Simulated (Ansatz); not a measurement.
F2HOSV, SMILES `[OH][V]([F])([F])=[S]`, 6 atoms. The species carries charge 0 and has multiplicity 1. Correlated methods include outer-core shells of V, which these sets cover unevenly. Scalar relativity is left out up to krypton. All runs use 4 threads of a server CPU on a shared host. Correlated methods freeze the cores.

Problem. Give the basis size and wall time and peak host memory of each of these runs in Ansatz. direct RPA on PBE orbitals/def2-TZVPP energy; RKS HSE06-D4/def2-TZVPP energy; RKS ωB97M-V/def2-SVP energy; RKS PBE0-D4/def2-TZVPP energy; RKS PBE0-D4/def2-QZVPP energy; RHF-CCSD(T)/def2-TZVPP energy; RHF-CCSD(T)/def2-SVP energy; RKS revPBE-D4/def2-TZVPP energy; RKS PBE0-D4/def2-TZVP frequencies; RKS PBE0-D4/def2-TZVP relaxation (7 steps); RKS PBE0-D4/def2-SVP energy; RKS ωB97M-V/def2-QZVPP energy. (Best estimate.)

Solution. The calculation gave: Other jobs shared the machine, so times are rough.

```csv
level,job,functions,wall time,peak host memory (GiB)
RKS PBE0-D4/def2-SVP,energy,96,2 s,0.21
RKS revPBE-D4/def2-TZVPP,energy,213,2.8 s,0.3
RKS PBE0-D4/def2-TZVPP,energy,213,3.7 s,0.58
direct RPA on PBE orbitals/def2-TZVPP,energy,213,6 s,0.5
RKS HSE06-D4/def2-TZVPP,energy,213,6.5 s,0.65
RKS ωB97M-V/def2-SVP,energy,96,7 s,0.33
RKS PBE0-D4/def2-QZVPP,energy,364,11 s,1.3
RKS ωB97M-V/def2-QZVPP,energy,364,23 s,1.5
RHF-CCSD(T)/def2-SVP,energy,96,24 s,0.43
RKS PBE0-D4/def2-TZVP,relaxation (7 steps),181,38 s,0.54
RKS PBE0-D4/def2-TZVP,frequencies,181,73 s,0.55
RHF-CCSD(T)/def2-TZVPP,energy,213,110 s,2.3
```

HSE06 is defined as in plane-wave codes.
